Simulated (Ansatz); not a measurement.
```yaml
crystal:
  periodic: [false, false, false]
  atoms:
    - {symbol: Cd, position_ang: [-0.224646, -2.374083, 0.488919]}
    - {symbol: Cd, position_ang: [-0.684445, 2.282160, -0.499139]}
    - {symbol: Te, position_ang: [0.909081, 0.091933, 0.010220]}
basis:
  gaussian: {orbitals: def2-mTZVPP}
total_charge: 1
magnetization: {spin_polarized: true, initial_magnetization: 1}
hamiltonian: {xc: {name: B97}}
scf: {omitted_lower_state_checks: [starts]}
output: {forces: true}
```

```sh
$ ansatz run in.yaml --threads 4 --pin off --events-out ev --progress --plain --max-ram 3916MiB
```

Output, abridged:

```
Functional definition: B97
1174 factors; integrals over basis functions are off by at most 2.2e-4 eV
mean field evaluation 1: about -16411.3641 eV, gradient 3.1e1 eV
mean field evaluation 2: about -16374.0122 eV, gradient 6.7e1 eV
mean field evaluation 4: about -16419.3411 eV, gradient 4.6e0 eV
mean field evaluation 8: about -16419.6225 eV, gradient 3.2e-1 eV
mean field evaluation 16: about -16419.6235 eV, gradient 7.8e-4 eV
mean field -16419.62347016 eV, -603.4100329078 hartree, gradient 2.5e-5 eV, S^2 0.753202; 0 other end points of the search recorded, 0 dependent functions left out
reference -16419.62350196 eV, -603.4100340766 hartree; 32, 31 occupied and 70, 71 virtual orbitals, 1174 factors
Total energy: -16419.62350196 eV, -603.4100340766 hartree
Atom 0 at    -0.224646    -2.374083     0.488919 Å, force    -0.044085    -0.099271     0.019321 eV/Å
Atom 1 at    -0.684445     2.282160    -0.499139 Å, force    -0.062577     0.088413    -0.020505 eV/Å
Atom 2 at     0.909081     0.091933     0.010220 Å, force     0.106662     0.010858     0.001184 eV/Å
Dipole moment:    -0.632410    -0.063973    -0.007105 e Å
Checks for a lower state left out: starts
```

It took 8.5 s on 4 threads of Arm Neoverse V2 on a shared host.

In the def2 sets Cd, Te take a core potential; there is no spin–orbit coupling.

The dipole of an ion depends on the origin.
